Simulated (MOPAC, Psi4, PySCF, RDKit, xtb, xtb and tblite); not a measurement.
Two geometries of SMILES O[SiH2]B(O)O (H₅BO₃Si), singlet, relaxed at GFN2-xTB with one dihedral held; other torsions can differ between them too.

Structure A

```
10

O     -1.2334    -1.5067    -0.1882
Si    -1.0539     0.1114     0.0223
B      0.8916     0.4212     0.0451
O      1.7024     0.5005    -1.0517
O      1.4942     0.6404     1.2329
H     -2.1002    -1.9048    -0.2195
H     -1.7766     0.7722    -1.0930
H     -1.8178     0.5095     1.2147
H      1.3075     0.3322    -1.9047
H      2.4402     0.7980     1.1773
```

Structure B

```
10

O     -1.2145    -1.4921    -0.1761
Si    -1.0622     0.1356     0.0219
B      0.8834     0.4253     0.0569
O      1.7885    -0.2102    -0.7420
O      1.3815     1.3791     0.8744
H     -2.0749    -1.9010    -0.2315
H     -1.7891     0.7788    -1.0959
H     -1.8409     0.5288     1.2068
H      1.4499    -0.9084    -1.2994
H      2.3340     1.4902     0.8179
```

**Question.** Which is lower in energy at the level DF-MP2 (frozen core)/cc-pVTZ // GFN2-xTB run with Psi4, and by how much?

**Answer.** B is lower, by 6.66 kJ/mol (dihedral O1–Si2–B3–O4: 80° in A, 40° in B).

E(B) − E(A) in kJ/mol at the other levels, on the same two geometries: GFN2-xTB (xtb and tblite) -4.81; B3LYP/def2-TZVP // GFN2-xTB (Psi4) -6.32; B3LYP-D3(BJ)/def2-TZVP // GFN2-xTB (Psi4) -6.58; PBE/def2-TZVP // GFN2-xTB (Psi4) -6.76; PBE-D3(BJ)/def2-TZVP // GFN2-xTB (Psi4) -6.91; HF/cc-pVTZ // GFN2-xTB (Psi4) -5.50; UFF // GFN2-xTB (RDKit) -2.74; PM6, restricted, heats of formation // GFN2-xTB (MOPAC) -0.74; AM1, restricted, heats of formation // GFN2-xTB (MOPAC) -8.03; GFN1-xTB // GFN2-xTB (xtb) -4.22; restricted B3LYP/6-31G*, spherical d // GFN2-xTB (PySCF) -7.10; restricted LDA (SVWN5)/6-31G*, spherical d // GFN2-xTB (PySCF) -8.04; restricted Hartree-Fock/3-21G // GFN2-xTB (PySCF) -7.55; restricted Hartree-Fock/STO-3G // GFN2-xTB (PySCF) -5.81.
